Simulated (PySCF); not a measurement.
C6H8P (charge -1).
Bonds: C1–C2, C2–C3 (aromatic), C3–P4 (aromatic), P4–C5 (aromatic), C5–C6, C5–C7 (aromatic), C2–C7 (aromatic). Hydrogens: H8, H9, H10 on C1; H11 on C3; H12, H13, H14 on C6; H15 on C7.

Level of theory: PBE0-D3(BJ)/def2-SVP geometry optimisation, gas phase in PySCF.

Q: Give the optimised bond lengths and angles.

A: 
```json
{"bond": "C1–C2", "length (Å)": "1.503"}
{"bond": "C2–C3", "length (Å)": "1.399"}
{"bond": "C3–P4", "length (Å)": "1.763"}
{"bond": "P4–C5", "length (Å)": "1.769"}
{"bond": "C5–C6", "length (Å)": "1.501"}
{"bond": "C5–C7", "length (Å)": "1.398"}
{"bond": "C2–C7", "length (Å)": "1.418"}
{"bond": "C1–H8, C1–H9, C1–H10", "length (Å)": "1.106"}
{"bond": "C3–H11", "length (Å)": "1.096"}
{"bond": "C6–H12, C6–H13, C6–H14", "length (Å)": "1.106"}
{"bond": "C7–H15", "length (Å)": "1.099"}
```

Bonds in one row agree within 0.01 Å and their mean is given. A selection of angles:
```json
{"angle": "C2–C1–H8", "degrees": "112.9"}
{"angle": "C2–C1–H9", "degrees": "111.0"}
{"angle": "H8–C1–H9", "degrees": "106.8"}
{"angle": "H8–C1–H10", "degrees": "106.1"}
{"angle": "C1–C2–C3", "degrees": "124.4"}
{"angle": "C1–C2–C7", "degrees": "123.8"}
{"angle": "C3–C2–C7", "degrees": "111.8"}
{"angle": "C2–C3–P4", "degrees": "112.8"}
{"angle": "C2–C3–H11", "degrees": "122.6"}
{"angle": "P4–C3–H11", "degrees": "124.6"}
{"angle": "C3–P4–C5", "degrees": "90.2"}
{"angle": "P4–C5–C6", "degrees": "124.2"}
{"angle": "P4–C5–C7", "degrees": "111.5"}
{"angle": "C6–C5–C7", "degrees": "124.3"}
{"angle": "C5–C6–H12", "degrees": "111.3"}
{"angle": "C5–C6–H13", "degrees": "112.8"}
{"angle": "H12–C6–H13", "degrees": "106.8"}
{"angle": "H13–C6–H14", "degrees": "106.2"}
{"angle": "C5–C7–H15", "degrees": "123.4"}
{"angle": "C2–C7–C5", "degrees": "113.8"}
{"angle": "C2–C7–H15", "degrees": "122.8"}
```

The 5 C–C bonds span 1.398 Å (C5–C7, aromatic) to 1.503 Å (C1–C2, drawn single), a spread of 0.105 Å. C3 (aromatic CH carbon) is planar (angles 124.6°, 122.6° and 112.8°, sum 360.0°, 0.00 Å off the plane of its three neighbours). C5 (substituted aromatic carbon) is planar (angles 124.3°, 124.2° and 111.5°, sum 360.0°, 0.01 Å off the plane of its three neighbours). The 7 heavy atoms lie in one plane (0.006 Å rms). C2 (substituted aromatic carbon) is planar (angles 124.4°, 123.8° and 111.8°, sum 360.0°, 0.01 Å off the plane of its three neighbours). C7 (aromatic CH carbon) is planar (angles 123.4°, 122.8° and 113.8°, sum 360.0°, 0.00 Å off the plane of its three neighbours). The 5-membered ring C2–C3–P4–C5–C7 has internal angles of 90.2° to 113.8° (sum 540°, against 540° for a flat polygon); it is planar, 0.00 Å rms from its mean plane, widest ring torsion 0°.

Point group: near Cs, missed by 0.33 Å at most; the miss may be what the optimiser left on a soft mode. No frequency check. The geometry's basis has no diffuse functions, a weakness for an anion.
